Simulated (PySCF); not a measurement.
A structure optimised at TPSSh-D3(BJ)/def2-SVP, used in a PySCF frequency run:

```
P
O 1 1.4832
O 1 1.6145 2 116.62
H 3 0.9716 1 110.41 2 35.21
O 1 1.6145 2 116.62 3 -120.00
H 5 0.9716 1 110.41 2 35.21
O 1 1.6145 2 116.62 3 120.00
H 7 0.9716 1 110.41 2 35.21
```

Question: Write its SMILES, formula and point group.

Answer: O=P(O)(O)O, H3O4P, C3

Question: What are its rotational constants (standard atomic weights)?

Answer: 4.4369, 4.3560, 4.3560 GHz
